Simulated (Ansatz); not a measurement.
Start from `[F][Ge][SH]` and change one atom or group to get `[SH][Ge][Br]`.

Ansatz, PBE0-D4/def2-TZVP geometries, multiplicity 1. Each molecule was computed in one conformer, which needn't be the lowest.

Scalar relativity is left out up to krypton.

| property | `[F][Ge][SH]` |
| --- | --- |
| ideal-gas entropy at 298 K and 1 bar (rigid rotor, harmonic PBE0-D4/def2-TZVP) / J/(mol·K) | 296 |
| size of the dipole moment (B3LYP/def2-TZVPP) / D | 2.58 |
| LUMO energy (B3LYP/def2-TZVPP) / eV | -2.65 |
| HOMO energy (B3LYP/def2-TZVPP) / eV | -7.43 |
| HOMO–LUMO gap (PBE0/def2-TZVPP) / eV | 5.17 |
| HOMO energy (PBE/def2-TZVPP) / eV | -6.50 |

(1) What does the change do to each property? (Estimate.)

## Answers

(1) Ansatz gave: 
```json
{"property": "ideal-gas entropy at 298 K and 1 bar (rigid rotor, harmonic PBE0-D4/def2-TZVP) / J/(mol·K)", "`[SH][Ge][Br]`": "319", "shift": "23"}
{"property": "size of the dipole moment (B3LYP/def2-TZVPP) / D", "`[SH][Ge][Br]`": "1.03", "shift": "-1.55"}
{"property": "LUMO energy (B3LYP/def2-TZVPP) / eV", "`[SH][Ge][Br]`": "-2.97", "shift": "-0.32"}
{"property": "HOMO energy (B3LYP/def2-TZVPP) / eV", "`[SH][Ge][Br]`": "-7.29", "shift": "0.14"}
{"property": "HOMO–LUMO gap (PBE0/def2-TZVPP) / eV", "`[SH][Ge][Br]`": "4.71", "shift": "-0.46"}
{"property": "HOMO energy (PBE/def2-TZVPP) / eV", "`[SH][Ge][Br]`": "-6.43", "shift": "0.07"}
```

With PBE0 the HOMO rises by 0.12 eV and the LUMO falls by 0.35 eV, so the gap narrows by about 0.47 eV. PBE moves the HOMO by 0.07 eV and ωB97M-V by 0.13 eV. Dipoles are sizes alone; their direction can turn.

B3LYP here is the variant with VWN-RPA as its local correlation; programs differ in this.

Spin–orbit coupling is left out; it splits and shifts lone-pair levels of the heavy atoms by tenths of an eV.
